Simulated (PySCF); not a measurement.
Compound: BBrGeH₄O.
SMILES: `[GeH3][O]BBr`

Computed with EOM-IP-CCSD/aug-cc-pVDZ in PySCF, restricted Hartree–Fock reference, frozen core, non-relativistic, gas phase, PBE0-D3(BJ)/def2-SVP geometry.

Hartree–Fock orbital energies give these Koopmans values (eV): HOMO 11.24, HOMO-1 11.54, HOMO-2 12.23, HOMO-3 13.10, HOMO-4 13.40, HOMO-5 15.69, HOMO-6 15.81, HOMO-7 16.81.

**Question.** What vertical ionisation energies does EOM-IP-CCSD give?

**Answer.** 
```tsv
leading hole (HF orbital)	Koopmans (eV)	EOM-IP-CCSD (eV)	change (eV)	one-hole share
HOMO	11.24	10.63	-0.61	0.96
HOMO-1	11.54	10.90	-0.64	0.96
HOMO-2	12.23	11.11	-1.12	0.95
HOMO-3	13.10	12.25	-0.85	0.94
HOMO-4	13.40	12.76	-0.64	0.95
HOMO-5	15.69	14.10	-1.59	0.93
HOMO-6	15.81	14.52	-1.29	0.94
HOMO-7	16.81	15.06	-1.75	0.93
```

**Question.** Does the order of the lines follow the orbital energies?

**Answer.** Yes, no two lines change places. The corrections run from -1.75 to -0.61 eV, with a mean of -1.06 eV over the 8 lines; no line lies above its Koopmans value.

**Question.** At what kinetic energies would He I light (21.22 eV) eject these electrons?

**Answer.** 10.59 eV (HOMO), 10.32 eV (HOMO-1), 10.11 eV (HOMO-2), 8.97 eV (HOMO-3), 8.46 eV (HOMO-4), 7.12 eV (HOMO-5), 6.70 eV (HOMO-6), 6.16 eV (HOMO-7).

One root was sought for each valence orbital with −ε under 21 eV, eight at most, so deeper holes and satellites are missing; no vibrational structure.

Conformer computed: `[GeH3:1][O:2][BH:3][Br:4]`: Ge1–O2–B3–Br4 1°.

One conformer stands for the species.
